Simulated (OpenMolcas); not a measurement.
# Ar6+: effect of the level shift or regulariser

- Program: OpenMolcas
- Basis: ANO-RCC [8s7p5d4f2g]
- Scalar Hamiltonian: DKH2, point nucleus
- Active space: 2 electrons in 8 orbitals (3s 3p 4s 4p)
- State averaging: 2S+1 = 3 even, 3 roots; 2S+1 = 1 even, 6 roots; 2S+1 = 3 odd, 3 roots; 2S+1 = 1 odd, 3 roots
- Spin-orbit coupling: state interaction with AMFI integrals over the reference wave functions, term energies averaged over their components

Methods on the same reference wave functions:
A. CASSCF
B. SS-CASPT2, IPEA 0.25 Eh, imaginary shift 0.1 Eh (closed shells correlated: 2s 2p)
C. SS-CASPT2, IPEA 0.25 Eh, real shift 0.2 Eh (closed shells correlated: 2s 2p)

Energies in cm-1 above 3s2 1S0, the measured ground level; measured values from Saloman, J. Phys. Chem. Ref. Data 39, 033101 (2010).

```
      Level       A       B       C  Measured
    3s2 1S0     0.0     0.0     0.0       0.0
3s 3p 3P* 0  113188  113376  113386    113101
3s 3p 3P* 1  113941  114124  114135    113906
3s 3p 3P* 2  115493  115681  115691    115590
3s 3p 1P* 1  186772  172545  172628    170722
```

Deviations, from unrounded energies. A percentage is the sum of absolute deviations over the sum of measured energies, with the sign that they share, or ± where signs differ.

| Against measurement | Levels | A | B | C |
| --- | --- | --- | --- | --- |
| mean absolute deviation (cm-1) | 4 | 4100 | 600 | 630 |
| other configurations (%) | 4 | ±3.2 | +0.5 | +0.5 |

B, C lie about equally close to measurement and A furthest from it. The largest miss of B in the table is 3s 3p 1P* 1, by +1800 cm-1. The ranking rests on the paired levels alone, and a cruder setting can come out closer through cancelling errors.

Between B and C the level of the table that moves most is 3s 3p 1P* 1, by 82 cm-1 (lowest in B, highest in C).

The lowest spin-free term lies below A's lowest term by 0.167 hartree in B, 0.167 hartree in C.

Over all roots computed the reference weight is 0.91 to 0.99 in B, 0.94 to 0.99 in C; the roots of lowest weight are the least certain, and an intruder state may touch them. Active for correlation alone: 4p 4s; no level in the range computed is led by a configuration that fills them, so any true level of that kind is missing. Computed and measured levels are paired by configuration, term and J; levels that our copy of the source lacks, or whose pairing is in doubt (as where it misses far off the trend of its configuration), stay unpaired and out of the deviations. Only configurations of the active space appear. Levels that lie high or do not pair safely by name in every column are left out.

* marks odd parity.
